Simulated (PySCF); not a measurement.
C3H8BFO.
Cartesian coordinates in Å at the PBE0-D3(BJ)/def2-SVP level; atoms count from 1:
```
atom  x, y, z in Å
B1     2.1232   -0.8007    0.3928
O2     1.1832   -0.4977   -0.5220
C3     0.4708    0.7018   -0.5087
F4     0.8827    1.4305   -1.5823
C5    -1.0107    0.4352   -0.6192
C6    -1.5741   -0.3418    0.5573
H7     2.6773   -1.8661    0.2761
H8     2.3666   -0.0204    1.2892
H9     0.7274    1.2729    0.4041
H10   -1.5078    1.4129   -0.7196
H11   -1.1707   -0.1065   -1.5654
H12   -1.4268    0.1964    1.5075
H13   -1.0944   -1.3277    0.6495
H14   -2.6540   -0.5082    0.4362
```

The calculation used PySCF, PBE0-D3(BJ)/def2-SVP geometry optimisation, gas phase.

Take the most abundant isotopes and a rigid rotor. The values belong to one conformer with, in the numbering `[BH2:1][O:2][C@@H:3]([F:4])[CH2:5][CH3:6]`, H–B1–O2–C3 180° and 1°, B1–O2–C3–F4 111°, O2–C3–C5–C6 64°.

What are A, B and C (cm⁻¹)?

Ia = 118.09, Ib = 162.89, Ic = 256.69 u·Å²; 505379 MHz·u·Å²/I gives 4280, 3103 and 1969 MHz, that is A = 0.14276, B = 0.10349, C = 0.06567 cm⁻¹.

What kind of rotor is it?

An asymmetric top: κ = (2 × 3103 − 4280 − 1969)/(4280 − 1969) = -0.02.

Is it planar, by Δ = Ic − Ia − Ib?

Not planar: Δ = Ic − Ia − Ib = -24.29 u·Å². For a rigid frame Δ = −2 Σ m c², so Σ m c² = 12.14 u·Å² lies off the ab plane: 7.44 from hydrogen and 4.70 from heavier atoms. The atom farthest from that plane is 1.38 Å away.

List the rotational levels J(Ka,Kc) to J = 3 (MHz).

Above 0(0,0):
J = 1: 1(0,1) 5071, 1(1,1) 6249, 1(1,0) 7382
J = 2: 2(0,2) 14700, 2(1,2) 15258, 2(1,1) 18659, 2(2,1) 22191, 2(2,0) 22705
J = 3: 3(0,3) 28309, 3(1,3) 28498, 3(1,2) 35136, 3(2,2) 37405, 3(2,1) 39525, 3(3,1) 46399, 3(3,0) 46564

Which types of transition are allowed, and where do some lines up to J = 5 fall?

The dipole components are |μa| = 1.73 D, |μb| = 0.52 D, |μc| = 0.88 D. The squared components, which scale the intensities, stand as 1.00 : 0.09 : 0.26 (a : b : c). Some lines, for components of 0.1 D or more:

```csv
type,branch,"J(Ka,Kc)",MHz,lower level (cm⁻¹)
a,Q,"2(2,0) ← 2(2,1)",515,0.740
c,Q,"2(1,2) ← 2(0,2)",558,0.490
c,Q,"1(1,1) ← 1(0,1)",1177,0.169
b,Q,"5(3,2) ← 5(2,3)",6329,3.007
b,Q,"3(1,2) ← 3(0,3)",6827,0.944
c,Q,"3(3,1) ← 3(2,1)",6874,1.318
b,Q,"3(3,0) ← 3(2,1)",7039,1.318
b,Q,"4(2,3) ← 4(1,4)",11462,1.528
a,R,"3(1,3) ← 2(1,2)",13240,0.509
c,R,"2(1,1) ← 1(0,1)",13588,0.169
b,Q,"5(1,4) ← 5(0,5)",13997,2.238
b,R,"4(2,2) ← 3(3,1)",15787,1.548
a,R,"4(1,4) ← 3(1,3)",17309,0.951
b,R,"5(3,2) ← 4(4,1)",17426,2.637
a,R,"4(3,1) ← 3(3,0)",21821,1.553
b,R,"5(2,3) ← 4(3,2)",22743,2.248
c,R,"3(3,1) ← 2(2,1)",24208,0.740
a,R,"5(4,2) ← 4(4,1)",26480,2.637
c,R,"4(2,2) ← 3(1,2)",27050,1.172
b,R,"4(3,2) ← 3(2,1)",27869,1.318
c,R,"4(3,1) ← 3(2,1)",28860,1.318
c,R,"4(3,2) ← 3(2,2)",29989,1.248
c,R,"5(5,0) ← 4(4,0)",41127,2.638
```

No frequency check. These are rigid-rotor constants of the computed structure; measured ground-state constants (B0) also hold zero-point vibration. A rigid rotor knows nothing of internal rotation, which can split or shift real lines. Quadrupole hyperfine structure (11B) is left out.

Hardware: one thread of an Arm Neoverse N1 (shared host). Cost: 55 s, 0.49 GiB resident at most. That covers the optimisation of the geometry.
